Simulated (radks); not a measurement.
Values are calculated unless marked as measured or tabulated.
All-electron atom: Si I in [He] 2s2 2p4 3s2 3p2 4p2 (not the ground configuration).

Level of theory: scalar-relativistic Kohn-Sham, BLYP, spin-polarised, spherical densities, finite nucleus; open shells are filled with parallel spins first; Fermi nuclear charge, rms radius 3.1224 fm (a radial shooting solver on a logarithmic mesh with Libxc functionals).

Energy parts (eV):
part                      energy
total                  -7656.099
kinetic                 7678.535
electron-nucleus      -17833.839
Hartree                 3017.885
exchange-correlation    -518.679

Orbitals (lengths in bohr, moments of r in powers of bohr):
1s up: occ. 1; eigenvalue (eV) -1862.063; <r^4> 0.0007180; <r> 0.1113
1s down: occ. 1; eigenvalue (eV) -1858.012; <r^4> 0.0007117; <r> 0.1110
2s up: occ. 1; eigenvalue (eV) -192.2833; <r^4> 0.2092; <r> 0.5370
2s down: occ. 1; eigenvalue (eV) -184.8474; <r^4> 0.2193; <r> 0.5428
2p up: occ. 3; eigenvalue (eV) -151.6595; <r^4> 0.1875; <r> 0.4905
2p down: occ. 1; eigenvalue (eV) -143.2196; <r^4> 0.2023; <r> 0.4987
3s up: occ. 1; eigenvalue (eV) -26.9066; <r^4> 17.06; <r> 1.691
3s down: occ. 1; eigenvalue (eV) -23.9854; <r^4> 19.52; <r> 1.737
3p up: occ. 2; eigenvalue (eV) -17.6063; <r^4> 27.01; <r> 1.850
4p up: occ. 2; eigenvalue (eV) -2.1180; <r^4> 2366; <r> 5.882

The highest occupied level is 4p up at -2.118 eV. The spin density at the nucleus is -0.031 e/bohr^3 (1s -2.511, 2s 2.109, 3s 0.371). Summed over all electrons, <r^2> = 95.04 bohr^2, which gives a Langevin (diamagnetic) susceptibility term of -75.3 x 10^-6 cm^3/mol. The density falls to 0.001 e/bohr^3 at r = 5.78 bohr.

Empty levels of this run are not shown, since the potential may be unsettled where no density lies.
